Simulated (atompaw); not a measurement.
**What one change does to a pseudopotential (Sn, PAW (atompaw))**

* Element: Sn
* Generator: atompaw 4.2.0.5
* Type: PAW
* Functional: PBE
* Relativity: scalar-relativistic
* Frozen core: [Ar] 3d10 4s2
* Valence charge: 20
* Reference configuration: 4p6 4d10 5s2 5p0 (charge +2)
* Partial waves: 5s (bound): rc 2.25 bohr; 5s channel at -0.85 Ry: rc 2.25 bohr; 4p (bound): rc 0.95 bohr; 5p (bound, empty): rc 1.90 bohr; 4d (bound): rc 1.50 bohr; 4d channel at -1.2 Ry: rc 2.25 bohr
* Local potential: ultrasoft scheme with l = 3 at 0.5 Ry, radius 2.25 bohr
* Core correction: smooth core density matched at 1.50 bohr
* Augmentation charge: besselshape compensation charge, radius 2.25 bohr; PAW radius 2.25 bohr; waves and projectors: custom rrkj vanderbiltortho

Change: local potential ultrasoft scheme with l = 3 at 0.5 Ry, radius 1.74 bohr.

Cutoffs: the cutoffs (Ry, on a coarse ladder) from which the occupation-weighted sum of valence levels, in a spherical-Bessel basis at the reference potential, stays within 10 and 1 mRy of its value at 400 Ry; they do not see the model core or the augmentation charge, which bear on the density cutoff.

**Question.** What does the change do?

**Answer.** The potential gets neither clearly harder nor softer (90 Ry and 180 Ry → 90 Ry and 180 Ry); a bound ghost appears in p, s, which as a rule spoils a file; the range in which the p phases agree narrows (upper end 2.2 → -1.3). A state that the projectors do not describe sees the local part alone, so a deeper or shallower local part can create or remove a ghost.

```tsv
quantity	base	changed
cutoff, loose	90 Ry	90 Ry
cutoff, tight	180 Ry	180 Ry
loose cutoff by channel (10 mRy a level)	s 6 Ry, p 70 Ry, d 40 Ry	s 15 Ry, p 70 Ry, d 40 Ry
bound ghosts	none	s, p
s: phases at 2.26 bohr within 0.05 rad from the reference energy up to (Ry; the scan ends near 5)	to the end of the scan	4.3
p: phases at 2.26 bohr within 0.05 rad from the reference energy up to (Ry; the scan ends near 5)	2.2	-1.3
d: phases at 2.26 bohr within 0.05 rad from the reference energy up to (Ry; the scan ends near 5)	0.4	0.2
lowest overlap eigenvalue by channel	s 0.35, p 0.53, d 0.52	s 0.26, p 0.47, d 0.46
```

 A true bound ghost makes a file unfit for plane-wave use even where its test errors are small: the radial tests pick states by their node count and pass the ghost by. The cutoffs see the waves, projectors and local potential, not the compensation charge or the core.
